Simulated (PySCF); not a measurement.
Electron correlation in Rb (rubidium, neutral)

[Kr] 5s1, 2S determinant. Calculation: PySCF 2.14, in aug-cc-pwCVTZ-X2C with one added diffuse shell each of s, p, d, f type (11s10p8d4f, 109 functions); the spin-free X2C one-electron Hamiltonian (Gaussian nucleus). Frozen: [Ar] 3d10; 9 electrons correlated.

```
  level  correlation energy (mhartree)
   CCSD                        -184.06
    (T)                          -4.99
CCSD(T)                        -189.05
```

Diagnostics: T1 = 0.019, D1 = 0.0797, largest double amplitude 0.022.

Cost of the coupled-cluster step: roughly 50 core-seconds, for 9 correlated electrons.

Iterations:

```
CC2 = 0
CCSD nocc = (np.int64(5), np.int64(4)), nmo = (95, 95)
frozen orbitals [[0, 1, 2, 3, 4, 5, 6, 7, 8, 9, 10, 11, 12, 13], [0, 1, 2, 3, 4, 5, 6, 7, 8, 9, 10, 11, 12, 13]]
max_cycle = 100
direct = 0
conv_tol = 1e-08
conv_tol_normt = 1e-06
diis_space = 8
diis_start_cycle = 0
Init t2, MP2 energy = -0.170513423196545
Init E_corr(UCCSD) = -0.170513423236978
cycle = 1  E_corr(UCCSD) = -0.180878398942831  dE = -0.0103649757  norm(t1,t2) = 0.0456287
cycle = 2  E_corr(UCCSD) = -0.183169762653407  dE = -0.00229136371  norm(t1,t2) = 0.0194111
cycle = 3  E_corr(UCCSD) = -0.184302476089967  dE = -0.00113271344  norm(t1,t2) = 0.0109934
cycle = 4  E_corr(UCCSD) = -0.184095917314005  dE = 0.000206558776  norm(t1,t2) = 0.00114848
cycle = 5  E_corr(UCCSD) = -0.184056680381592  dE = 3.92369324e-05  norm(t1,t2) = 0.000297721
cycle = 6  E_corr(UCCSD) = -0.184060565325548  dE = -3.88494396e-06  norm(t1,t2) = 4.16435e-05
cycle = 7  E_corr(UCCSD) = -0.184060772145642  dE = -2.06820094e-07  norm(t1,t2) = 8.32846e-06
cycle = 8  E_corr(UCCSD) = -0.184060714171389  dE = 5.79742527e-08  norm(t1,t2) = 1.63434e-06
cycle = 9  E_corr(UCCSD) = -0.184060715631677  dE = -1.46028725e-09  norm(t1,t2) = 3.42729e-07
UCCSD converged
E(UCCSD) = -2979.335257593522  E_corr = -0.1840607156316766
UCCSD(T) correction = -0.00499496100799304
```
